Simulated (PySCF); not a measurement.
Stepwise substitution at one centre (In Cl-SH). Isolated molecules, 0 K electronic values unless said otherwise. One relaxed conformer stands for each flexible species; it need not be the lowest. Strings in code marks are SMILES.

Method: PBE0-D4/def2-TZVP (PySCF 2.14.0). Excitations are Tamm–Dancoff values on a coarser integration grid. The basis has no diffuse functions, so Rydberg states are missing or too high.

```json
[
 {"species": "0 of 3 Cl replaced by SH", "LUMO (eV)": "-2.90", "brightest of the four lowest singlets (TDA) (eV)": "5.37"},
 {"species": "1 of 3 Cl replaced by SH", "LUMO (eV)": "-2.47", "brightest of the four lowest singlets (TDA) (eV)": "–"},
 {"species": "2 of 3 Cl replaced by SH (`[SH][In]([SH])[Cl]` (H–S–In–Cl torsion -180°, Cl–In–S–H torsion 0°))", "LUMO (eV)": "-2.08", "brightest of the four lowest singlets (TDA) (eV)": "5.77"},
 {"species": "3 of 3 Cl replaced by SH", "LUMO (eV)": "-1.72", "brightest of the four lowest singlets (TDA) (eV)": "___"}
]
```

### Question
What belongs in the gaps?

### Answer

- 3 of 3 Cl replaced by SH, brightest of the four lowest singlets (TDA) (eV): 5.29
